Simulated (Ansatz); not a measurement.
Reaction: CH5BO (SMILES BOC) → CH4BO (SMILES BO[CH2], doublet) + H (doublet) (the C-H bond breaks)
Each species at its own B3LYP-D3(BJ)/def2-TZVP minimum (Ansatz, a first-principles code).

Total energies in hartree (Ansatz). Open shells are spin-unrestricted; no spin-orbit coupling. Cores are frozen in correlated methods. No relativity. For partners of very few electrons the exact lower level stands in for a higher one.

```csv
species,HF/cc-pVTZ,CCSD(T)/cc-pVTZ,HF/cc-pVQZ,CCSD(T)/cc-pVQZ,CCSD(T)/cc-pVDZ,CCSDT(Q)/cc-pVDZ
1: CH5BO (SMILES O(C)B),-140.40134,-140.97038,-140.41163,-141.01343,-140.81982,-140.82143
"2: CH4BO (SMILES O([CH2])B, doublet)",-139.77163,-140.30266,-139.78198,-140.34457,-140.15753,-140.15924
3: H (doublet),-0.49981,-0.49981,-0.49995,-0.49995,-0.49928,-0.49928
```

Work out the bond dissociation energy (electronic) in kcal/mol: take Hartree-Fock from cc-pVQZ, extrapolate the CCSD(T) correlation energy as X^-3 (X = 3, 4), and add CCSDT(Q) - CCSD(T) in cc-pVDZ. 1 hartree = 627.51 kcal/mol.


Species 1: correlation (64·(-0.60180) - 27·(-0.56904))/37 = -0.62571; step -0.00161; E1 = -140.41163 + (-0.62571) + (-0.00161) = -141.03895
Species 2: correlation (64·(-0.56259) - 27·(-0.53103))/37 = -0.58562; step -0.00171; E2 = -139.78198 + (-0.58562) + (-0.00171) = -140.36931
Species 3: correlation (64·(0.00000) - 27·(0.00000))/37 = 0.00000; step +0.00000; E3 = -0.49995 + (0.00000) + (+0.00000) = -0.49995
-1·E1 +1·E2 +1·E3 = 0.16969 hartree = 106.5 kcal/mol.
